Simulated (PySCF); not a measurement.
C3H7BO2, SMILES OB1CC(O)C1.

Geometry: B3LYP-D3(BJ)/def2-SVP. The structure was generated by enumeration, and PubChem lists no compound with its InChIKey, so it may never have been made. The values are those of a single conformer.

The numbers are results of TDA-PBE/def2-SVPD in PySCF, not measurements.

Vertical excitations. 

```
state  energy (eV)  λ (nm)      f                            main pairs
-----  -----------  ------  -----  ------------------------------------
S1            5.27     235  0.002                        HOMO→LUMO 99 %
S2            5.57     222  0.032                      HOMO→LUMO+1 99 %
S3            5.97     208  0.001                      HOMO−1→LUMO 98 %
S4            6.13     202  0.004  HOMO−1→LUMO+1 59 %, HOMO→LUMO+2 40 %
S5            6.14     202  0.013  HOMO→LUMO+2 59 %, HOMO−1→LUMO+1 40 %
S6            6.66     186  0.003                      HOMO−2→LUMO 98 %
S7            6.68     186  0.002                    HOMO−1→LUMO+2 99 %
S8            6.91     179  0.026                    HOMO−2→LUMO+1 92 %
S9            6.94     179  0.006                      HOMO→LUMO+3 91 %
S10           7.09     175  0.039                      HOMO→LUMO+4 98 %
T1            5.08     244      0                        HOMO→LUMO 98 %
T2            5.43     228      0                      HOMO−1→LUMO 98 %
T3            5.48     226      0                      HOMO→LUMO+1 99 %
T4            5.94     209      0                      HOMO→LUMO+2 98 %
```
Triplets are in the Tamm–Dancoff approximation.
